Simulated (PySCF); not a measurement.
**Telling isomers of C7H7ClO3 apart by NMR**

Calculated, not measured (PySCF): shielding tensors at PBE0/pcSseg-1 (GIAO), structure optimised with GFN2-xTB. Single conformer, in vacuum, equivalent nuclei averaged, relativity neglected.

δ = σ(ref) − σ, references computed at the same level: 1H (σref 31.72) and 13C (σref 186.93) against TMS. Where no couplings were computed, multiplicities follow the n + 1 count of equivalent neighbours, and m marks all less simple cases (inequivalent or close neighbours, rings, F or P nearby). Shifts are as computed. Against solution values, carbons near 30 ppm lie about +3 ppm off and those near 130 ppm about +5 ppm; carbons on Cl a further +6 ppm. Of 1211 compounds with measured shifts, 218 miss one by over three times the rms of a fit or turn the order of signals round; such compounds aren't used in these exercises. Carbons bonded to Cl come out too deshielded.

(1) Tabulate the signals of `COC(=O)C1=CCC(Cl)=CO1`, `CC(C)C1=C(Cl)C(=O)OC1=O`, `COc1oc(C(=O)Cl)cc1C` and their relative energies.

(2) What is the quickest way to tell COC(=O)C1=CCC(Cl)=CO1 from COc1oc(C(=O)Cl)cc1C?

(3) What is the quickest way to tell COC(=O)C1=CCC(Cl)=CO1 from CC(C)C1=C(Cl)C(=O)OC1=O?

(4) What is the quickest way to tell CC(C)C1=C(Cl)C(=O)OC1=O from COc1oc(C(=O)Cl)cc1C?

Results:

(1) 
| SMILES | carbon types | δC | δH | E rel. (kcal/mol) |
| --- | --- | --- | --- | --- |
| COC(=O)C1=CCC(Cl)=CO1 | 3×C 2×CH 1×CH2 1×CH3 | 168.5, 148.4, 146.1, 123.0, 118.6, 54.0, 34.1 | 6.72 (s, 1H), 6.38 (t, 1H), 3.99 (s, 3H), 3.28 (m, 2H) | 30.1 |
| CC(C)C1=C(Cl)C(=O)OC1=O | 4×C 1×CH 2×CH3 | 168.8, 165.8, 156.7, 147.1, 31.9, 21.9 | 2.97 (sept, 1H), 1.40 (d, 6H) | 0.0 |
| COc1oc(C(=O)Cl)cc1C | 4×C 1×CH 2×CH3 | 168.6, 160.0, 138.9, 136.1, 107.1, 57.4, 10.2 | 7.62 (s, 1H), 4.26 (s, 3H), 2.17 (s, 3H) | 20.4 |

Energies are electronic energies at PBE0/pcSseg-1 on these geometries, without zero-point or thermal terms, each for the one conformer computed, which needn't be the lowest.

(2) Both give the same number of carbon signals, but DEPT or the intensities differ. The first has an allylic sp3 CH2 at 34.1 ppm, the second a methyl carbon on an aromatic ring (CH3) at 10.2 ppm. Their most deshielded carbons lie at 168.5 and 168.6 ppm. In the proton spectra the most deshielded non-exchanging signals are 6.72 (s, 1H) and 7.62 (s, 1H).

(3) Count the carbon signals: 7 against 6. The first has an alkene carbon bearing oxygen (CH) at 146.1 ppm, the second an allylic sp3 CH at 31.9 ppm. Their most deshielded carbons lie at 168.5 and 168.8 ppm. In the proton spectra the most deshielded non-exchanging signals are 6.72 (s, 1H) and 2.97 (sept, 1H).

(4) Count the carbon signals: 6 against 7. The first has an allylic sp3 CH at 31.9 ppm, the second an aromatic CH at 136.1 ppm. Their most deshielded carbons lie at 168.8 and 168.6 ppm. In the proton spectra the most deshielded non-exchanging signals are 2.97 (sept, 1H) and 7.62 (s, 1H).
